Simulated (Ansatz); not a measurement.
Cost and result for the atomization energy of C₂H₆BF, SMILES `CBCF` (10 atoms, 9 bonds).

```json
{"atom": "C1", "x (Å)": "-1.3034", "y (Å)": "-0.4255", "z (Å)": "0.0461"}
{"atom": "B2", "x (Å)": "0.1743", "y (Å)": "-0.3764", "z (Å)": "-0.4397"}
{"atom": "C3", "x (Å)": "1.1750", "y (Å)": "0.6289", "z (Å)": "0.2015"}
{"atom": "F4", "x (Å)": "2.4672", "y (Å)": "0.5950", "z (Å)": "-0.3010"}
{"atom": "H5", "x (Å)": "-1.5401", "y (Å)": "-1.4397", "z (Å)": "0.3907"}
{"atom": "H6", "x (Å)": "-1.5658", "y (Å)": "0.2799", "z (Å)": "0.8378"}
{"atom": "H7", "x (Å)": "-1.9746", "y (Å)": "-0.2601", "z (Å)": "-0.8054"}
{"atom": "H8", "x (Å)": "0.5486", "y (Å)": "-1.1128", "z (Å)": "-1.3076"}
{"atom": "H9", "x (Å)": "1.2265", "y (Å)": "0.4554", "z (Å)": "1.2878"}
{"atom": "H10", "x (Å)": "0.7922", "y (Å)": "1.6553", "z (Å)": "0.0899"}
```

Total charge 0; spin multiplicity 1. The geometry is a stationary point of PBE0-D4/def2-TZVP. It is one conformer, not always the lowest. Program: Ansatz. All runs use 2 threads of an Intel Xeon Platinum 8559C on a shared host. Times are those of one run each, without the atoms' runs, and a repeat can differ threefold. Electronic energies, without spin–orbit coupling; frozen cores. CCSD(T)/CBS adds CCSD(T) − MP2 in def2-TZVPP to the MP2 limit, and its time is that of the two runs behind it. T1 = 0.010. HSE06 is the plane-wave form, built on full-range PBE exchange.

CCSD(T)/CBS is a level of theory with its own doubt, some kJ/mol a heavy atom from the limit and from the frozen cores, so smaller differences don't rank the functionals.

| level | functions | wall time |
| --- | --- | --- |
| BLYP-D4/def2-TZVPP | 208 | 1.2 s |
| PBE-D4/def2-TZVPP (with forces) | 208 | 2.1 s |
| PBE0-D4/def2-TZVPP | 208 | 2.3 s |
| BHLYP-D4/def2-TZVPP | 208 | 2.3 s |
| HSE06-D4/def2-TZVPP | 208 | 2.5 s |
| CAM-B3LYP-D4/def2-TZVPP | 208 | 2.8 s |
| CCSD(T)/def2-SVP | 86 | 3.1 s |
| B2PLYP/def2-TZVPP | 208 | 4.2 s |
| ωB97X-V/def2-TZVPP | 208 | 5.5 s |
| B97M-V/def2-TZVPP | 208 | 6 s |
| MP2/def2-QZVPP | 408 | 17 s |
| CCSD(T)/def2-TZVPP | 208 | 57 s |
| CCSD(T)/CBS(def2) | – | 74 s |

What atomization energy does each give, and how far from CCSD(T)/CBS? (An estimate is asked.)

Ansatz gave: 
| level | atomization (kcal/mol) | difference from CCSD(T)/CBS | per bond |
| --- | --- | --- | --- |
| BLYP-D4/def2-TZVPP | 899.1 | 2.0 | 0.2 |
| PBE-D4/def2-TZVPP (with forces) | 917.4 | 20.3 | 2.3 |
| PBE0-D4/def2-TZVPP | 904.8 | 7.7 | 0.9 |
| BHLYP-D4/def2-TZVPP | 881.3 | -15.8 | -1.8 |
| HSE06-D4/def2-TZVPP | 905.5 | 8.4 | 0.9 |
| CAM-B3LYP-D4/def2-TZVPP | 907.6 | 10.5 | 1.2 |
| CCSD(T)/def2-SVP | 860.8 | -36.3 | -4.0 |
| B2PLYP/def2-TZVPP | 893.6 | -3.5 | -0.4 |
| ωB97X-V/def2-TZVPP | 901.6 | 4.5 | 0.5 |
| B97M-V/def2-TZVPP | 903.7 | 6.6 | 0.7 |
| MP2/def2-QZVPP | 901.3 | 4.2 | 0.5 |
| CCSD(T)/def2-TZVPP | 878.2 | -18.9 | -2.1 |
| CCSD(T)/CBS(def2) | 897.1 | 0.0 | 0.0 |

In def2-TZVPP, CCSD(T) changes the Hartree–Fock value by +191.2 kcal/mol (the triples alone add +9.9 kcal/mol) and MP2 by +203.2 kcal/mol; breaking electron pairs costs correlation energy, which Hartree–Fock lacks. The D4 term adds +4.8 kcal/mol with B3LYP and +2.5 kcal/mol with PBE0; it sums over pairs of atoms, weighted by their polarisabilities, and B3LYP, whose exchange is more repulsive, gets the larger term. From BLYP to BHLYP (50 % exact exchange), in def2-TZVPP and without D4, the atomization energy moves by −14.3 kcal/mol: exact exchange takes away binding that semilocal exchange gives to molecules.

B3LYP here is the variant with VWN-RPA as its local correlation; programs differ in this.
